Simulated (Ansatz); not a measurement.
Consider the formal loss of a carbene: `Cl[SiH2][CH2][GeH3]` → `[CH2]` (triplet) + `Cl[SiH2][GeH3]`.

Isolated molecules relaxed with PBE0-D4/def2-TZVP in Ansatz; ΔE leaves out vibrations. CCSD(T)/CBS is the MP2 limit (def2-TZVPP, def2-QZVPP) plus CCSD(T) − MP2 in def2-TZVPP, frozen cores. This one scheme is used for every species. DFT in def2-TZVPP. B3LYP here is the variant with VWN-RPA as its local correlation; programs differ in this. HSE06 is defined as in plane-wave codes. Triplets are unrestricted, without spin–orbit coupling. For Ge outer-core shells are correlated without core-valence functions, which leaves a few kJ/mol of doubt a bond. Scalar relativity is left out up to krypton. One conformer a species, not always the lowest.

```
             level  ΔE (kcal/mol)  difference from CCSD(T)/CBS
       LDA (SPW92)          124.9                         14.1
            PBE-D4          109.0                         -1.8
           BLYP-D4          106.4                         -4.4
            B97M-V          109.4                         -1.4
           PBE0-D4          107.8                         -3.0
          B3LYP-D4          107.1                         -3.7
        r2SCANh-D4          103.6                         -7.2
        r2SCAN0-D4          103.3                         -7.5
          HSE06-D4          107.9                         -2.9
          BHLYP-D4          105.2                         -5.6
      CAM-B3LYP-D4          108.8                         -2.0
           ωB97X-V          112.2                          1.4
           ωB97M-V          111.1                          0.3
            B2PLYP          107.6                         -3.2
          PBE-QIDH          109.4                         -1.4
               PBE          107.2                         -3.6
            revPBE          101.0                         -9.8
            r2SCAN          103.4                         -7.4
              PBE0          106.3                         -4.5
             B3LYP          104.3                         -6.5
           r2SCANh          103.1                         -7.7
           r2SCAN0          102.7                         -8.1
             HSE06          106.5                         -4.3
             BHLYP          103.2                         -7.6
         CAM-B3LYP          107.3                         -3.5
           LC-ωPBE          106.9                         -3.9
RPA@PBE/def2-TZVPP          106.5                         -4.3
       HF/def2-SVP           75.6                        -35.2
     CCSD/def2-SVP          102.2                         -8.6
     HF/def2-TZVPP           75.1                        -35.7
    MP2/def2-TZVPP          112.9                          2.1
SCS-MP2/def2-TZVPP          112.5                          1.7
   CCSD/def2-TZVPP          105.5                         -5.3
CCSD(T)/def2-TZVPP          108.3                         -2.5
     HF/def2-QZVPP           75.1                        -35.7
    MP2/def2-QZVPP          114.4                          3.6
SCS-MP2/def2-QZVPP          114.3                          3.5
      HF/CBS(def2)           75.1                        -35.7
     MP2/CBS(def2)          115.5                          4.7
    CCSD/CBS(def2)          108.0                         -2.8
       CCSD(T)/CBS          110.8                            0
```

Largest T1 diagnostic among the species: 0.011.

The D4 term adds +2.8 kcal/mol with B3LYP and +1.5 kcal/mol with PBE0; it sums over pairs of atoms, weighted by their polarisabilities, and B3LYP, whose exchange is more repulsive, gets the larger term. At CCSD(T), def2-SVP lies −6.6 kcal/mol from the extrapolated value and def2-TZVPP −2.6 kcal/mol.

CCSD(T)/CBS has its own doubt, a few kJ/mol and more with outer-core shells, so smaller differences from it don't rank the levels.
